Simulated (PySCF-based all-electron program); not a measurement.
Bond force of KF, singlet

All-electron Kohn–Sham DFT on the free molecule, computed near the basis limit with an in-house program on PySCF integrals; Koelling–Harmon scalar relativity, no spin–orbit coupling, spin-restricted. Forces are good to about 0.004 eV/Å. A positive force pushes the atoms apart.

```tsv
r (Å)	PBE (eV/Å)	r2SCAN (eV/Å)
1.9539	2.754	?
2.171	-0.043	?
2.3881	-1.133	-1.209
```

(1) Fill in the missing r2SCAN forces.

(2) Between which listed lengths does the r2SCAN force vanish, and at which of the two is it smaller?

Answers

(1) 1.9539 Å: 2.812 eV/Å; 2.171 Å: -0.079 eV/Å.

(2) Between 1.954 and 2.171 Å. The force is smaller at 2.171 Å.
